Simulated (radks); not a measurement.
Task: All-electron atom: the samarium ion Sm6+ in [Kr] 4d10 4f4 5s2 5p4. Method: Dirac Kohn-Sham, BLYP, spin-unpolarised, spherical densities, finite nucleus; open shells fill j = l - 1/2 first; Fermi nuclear charge, rms radius 5.0819 fm; computed with a radial shooting solver on a logarithmic mesh with Libxc functionals. Some entries of the table are withheld. Estimate them.

| orbital | occ. | eigenvalue (hartree) | <1/r> (bohr^-1) |
|---|---|---|---|
| 1s1/2 | 2 | -1716.838 | 68.81 |
| 2s1/2 | 2 | -283.0789 | 16.35 |
| 2p1/2 | 2 | -268.5135 | 16.34 |
| 2p3/2 | 4 | -246.3532 | 14.56 |
| 3s1/2 | 2 | -64.52694 | 5.943 |
| 3p1/2 | 2 | -58.25362 | 5.859 |
| 3p3/2 | 4 | -53.76795 | 5.411 |
| 3d3/2 | 4 | (1) | 5.285 |
| 3d5/2 | 6 | (2) | 5.173 |
| 4s1/2 | 2 | -15.32560 | 2.487 |
| 4p1/2 | 2 | -12.91412 | (3) |
| 4p3/2 | 4 | -11.91603 | (4) |
| 4d3/2 | 4 | -7.93664 | 2.023 |
| 4d5/2 | 6 | -7.75595 | 1.986 |
| 5s1/2 | 2 | -4.28731 | 1.025 |
| 5p1/2 | 2 | -3.55364 | 0.9374 |
| 5p3/2 | 2 | -3.37461 | 0.8900 |
| 4f5/2 | 4 | -3.09010 | 1.539 |
| 4f7/2 | 0 | -3.06493 | 1.527 |
| 5d3/2 | 0 | -2.30312 | 0.7201 |
| 5d5/2 | 0 | -2.27780 | 0.7109 |
| 6s1/2 | 0 | -1.88902 | 0.5045 |

Result: 
(1) 3d3/2 eigenvalue (hartree): -42.87456
(2) 3d5/2 eigenvalue (hartree): -41.90054
(3) 4p1/2 <1/r> (bohr^-1): 2.384
(4) 4p3/2 <1/r> (bohr^-1): 2.234
